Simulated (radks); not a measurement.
Results of a calculation; reference values are marked as such.
Species: the lanthanum ion La+. Configuration: [Kr] 4d10 5s1 5p6 5d3 (not the ground configuration).

Code: a radial shooting solver on a logarithmic mesh with Libxc functionals. Model: Dirac Kohn-Sham, PBE, spin-unpolarised, spherical densities, finite nucleus; open shells are shared between the two j in proportion to 2j + 1; Fermi nuclear charge, rms radius 4.855 fm.

Energy parts (eV):
part                      energy
total                 -231176.53
kinetic                247368.29
electron-nucleus      -562011.55
Hartree                 89008.70
exchange-correlation    -5541.98

Orbitals (lengths in bohr, moments of r in powers of bohr; <r^-3> diverges for s and p1/2):
orbital  occ.  eigenvalue (eV)  <r^-3>
1s1/2       2        -38723.67       -
2s1/2       2        -6168.465       -
2p1/2       2        -5818.173       -
2p3/2       4        -5405.038    6682
3s1/2       2        -1325.459       -
3p1/2       2        -1177.725       -
3p3/2       4        -1097.205    1336
3d3/2       4        -838.3676   218.0
3d5/2       6        -821.1424   199.0
4s1/2       2        -273.7179       -
4p1/2       2        -219.3316       -
4p3/2       4        -202.1867   285.5
4d3/2       4        -112.9646   38.51
4d5/2       6        -109.9808   34.85
4f5/2       0         -11.4199   3.886
4f7/2       0         -11.1297   3.787
5s1/2       1         -45.0559       -
5p1/2       2         -30.1284       -
5p3/2       4         -27.5473   42.66
5d3/2     1.2          -8.3768   2.975
5d5/2     1.8          -8.1509   2.656
6s1/2       0          -7.8930       -

The highest occupied level is 5d5/2 at -8.151 eV. The configuration is held as typed, so some empty levels lie below it. The electron density at the nucleus is 3.515e+05 e/bohr^3.
